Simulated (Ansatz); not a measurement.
**Worked example: Si(CH3)(OH)3 + C2H8Si2 → Si(CH3)(OH)2(SiH3) + C2H6OSi**

Species: Si(CH3)(OH)3, singlet; C2H8Si2 `C=C[SiH2][SiH3]`, singlet; Si(CH3)(OH)2(SiH3), singlet; C2H6OSi `C=C[SiH2]O`, singlet. The partners trade OH for SiH3; both sit on Si, so the bond types are kept.

Shapes, held fixed at every level: PBE0-D4/def2-TZVP. Flexible molecules stand in one conformer, not always the lowest. Programs: Ansatz 0.2.0. Electronic energies: no zero-point or thermal term.

At CCSD(T)/CBS estimate; 1 Eh = 2625.50 kJ/mol:

```
           species  energy (Eh)
      Si(CH3)(OH)3  -556.451854
           C2H8Si2  -659.041331
Si(CH3)(OH)2(SiH3)  -771.483899
           C2H6OSi  -443.991098
```

**Question.** Work out ΔE of the reaction at this level.

**Answer.** 
1. Products less reactants: (-771.483899) + (-443.991098) − [(-556.451854) + (-659.041331)] = 0.018188 Eh = +47.8 kJ/mol.

Other levels give +46.2 (wB97X-V/def2-TZVPP) to +49.7 kJ/mol (r2SCAN-D4/def2-TZVPP). No measured value is set beside it here. The CBS estimate extrapolates MP2 from def2-TZVPP and def2-QZVPP and adds CCSD(T) − MP2 in the triple-zeta set, cores frozen.
